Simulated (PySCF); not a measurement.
# Spin-rotation constants: SMILES C=CCOC1(CO)CC1, C7H12O2

Cartesian coordinates in Å; atom numbers follow the order of the lines, from 1:
```xyz
21

C     3.5072    0.2211    0.9215
C     2.2481    0.0381    1.2688
C     1.1681   -0.4014    0.3310
O     0.0012    0.3593    0.6091
C    -1.1320    0.0159   -0.1408
C    -1.1228    0.6314   -1.5319
O    -0.9270    2.0219   -1.4661
C    -1.7941   -1.3141    0.0833
C    -2.4200   -0.0597    0.6233
H     3.8475    0.0670   -0.0896
H     4.2540    0.5206    1.6361
H     1.9135    0.2037    2.2828
H     1.4859   -0.2699   -0.7122
H     0.9575   -1.4715    0.4904
H    -0.3272    0.1670   -2.1390
H    -2.0783    0.4632   -2.0326
H    -0.3133    2.1888   -0.7376
H    -1.3463   -1.9925    0.7937
H    -2.2500   -1.8025   -0.7640
H    -3.3117    0.3257    0.1549
H    -2.3692    0.1048    1.6880
```

The calculation used GIAO PBE0/pcSseg-1 magnetisability, rotational g tensor and spin-rotation constants, non-relativistic, gas phase in PySCF. Geometry: GFN2-xTB.

Problem. Give the nuclear spin-rotation constants along the inertial axes (H = +C I·J) beside the isotropic shieldings.

Solution. Rotational constants 2.6035, 0.9678, 0.7930 GHz. A star marks the isotopologue with that one atom substituted, in its own axes.
| atom | isotope | Caa (kHz) | Cbb (kHz) | Ccc (kHz) | mean (kHz) | σ (ppm) |
| --- | --- | --- | --- | --- | --- | --- |
| H10 | 1H | -0.258 | -0.056 | 0.025 | -0.097 | 26.2 |
| H11 | 1H | 0.087 | -0.108 | -0.038 | -0.020 | 26.3 |
| H12 | 1H | -0.270 | -0.054 | 0.038 | -0.095 | 25.5 |
| H13 | 1H | -0.246 | -0.019 | -0.027 | -0.097 | 27.5 |
| H14 | 1H | -0.255 | 0.012 | -0.051 | -0.098 | 27.6 |
| H15 | 1H | -0.100 | -0.092 | 0.003 | -0.063 | 26.9 |
| H16 | 1H | 0.122 | -0.105 | -0.085 | -0.023 | 28.8 |
| H17 | 1H | -0.089 | -0.112 | -0.058 | -0.086 | 30.0 |
| H18 | 1H | -0.177 | -0.024 | -0.093 | -0.098 | 30.8 |
| H19 | 1H | -0.193 | -0.107 | -0.029 | -0.110 | 31.5 |
| H20 | 1H | -0.007 | -0.097 | -0.085 | -0.063 | 31.0 |
| H21 | 1H | -0.265 | -0.082 | -0.016 | -0.121 | 30.7 |
| C1 | 13C* | 0.841 | 0.203 | 0.284 | 0.443 | 65.1 |
| C2 | 13C* | 0.943 | 0.235 | 0.317 | 0.499 | 41.2 |
| C3 | 13C* | 0.526 | 0.242 | 0.174 | 0.314 | 114.3 |
| O4 | 17O* | -0.198 | -0.115 | -0.053 | -0.122 | 290.5 |
| C5 | 13C* | 0.401 | 0.256 | 0.171 | 0.276 | 122.4 |
| C6 | 13C* | 0.629 | 0.185 | 0.168 | 0.328 | 119.8 |
| O7 | 17O* | -0.180 | -0.074 | -0.048 | -0.101 | 312.8 |
| C8 | 13C* | 0.253 | 0.131 | 0.119 | 0.168 | 177.8 |

For the geometry as given, no vibrational averaging.
